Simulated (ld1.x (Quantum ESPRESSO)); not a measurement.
# What one change does to a pseudopotential (Xe, TM)

Xe (Z = 54), norm-conserving Troullier–Martins (Kleinman–Bylander form), made with ld1.x (Quantum ESPRESSO) 7.5 (LDA (PZ), fully relativistic). Core [Kr] 4d10, reference 5s2 5p6. Waves: 5p (bound): rc 1.70 bohr; 5s (bound): rc 1.40 bohr. Local part: the s channel. Core correction: none.

Open shells are filled in proportion to 2j + 1 (rel_dist='average').

All-electron outer shells of the reference configuration (LDA (PZ), scalar-relativistic, ld1.x):

```csv
shell,level (eV),outermost node (bohr),outermost maximum (bohr)
4p,-141.02,0.36,0.69
4d,-59.45,0.34,0.75
5s,-19.98,0.85,1.63
5p,-8.39,0.92,1.91
```

Change: all radii scaled by about 1.19 (s 1.66, p 2.02 bohr).

Cutoffs: the cutoffs (Ry, on a coarse ladder) from which the occupation-weighted sum of valence levels, in a spherical-Bessel basis at the reference potential, stays within 10 and 1 mRy of its value at 400 Ry; they do not see the model core or the augmentation charge, which bear on the density cutoff. Errors are all-electron minus pseudo energies relative to the spin-unpolarised reference configuration.

Problem. How do hardness, ghosts and transferability respond?

Solution. The potential gets softer (70 Ry and 140 Ry → 35 Ry and 60 Ry); of the 6 tests that both files solve, the error grows in 1 and shrinks in 0 by more than 15 % and 0.3 meV (median size 16.8 → 17.9 meV); neither file shows a bound ghost. A larger radius leaves more room for a smooth pseudo-wave, so fewer plane waves are needed.

```csv
quantity,base,changed
"cutoff, loose",70 Ry,35 Ry
"cutoff, tight",140 Ry,60 Ry
loose cutoff by channel (10 mRy a level),"p 15 Ry, s 40 Ry","p 15 Ry, s 30 Ry"
bound ghosts,none,none
"error for 5s2 5p5, meV [ΔE 12.74 eV]",+4.1,+4.2
"error for 5s2 5p4, meV [ΔE 34.72 eV]",+24,+24
"error for 5s2 5p3, meV [ΔE 66.72 eV]",+76,+74
"error for 5s1 5p6, meV [ΔE 24.91 eV]",+9.8,+12
"error for 5s2 5p5.5, meV [ΔE 5.27 eV]",+0.9,+0.9
"error for 5s2 5p2, meV [ΔE 109.40 eV]",+189,+178
```
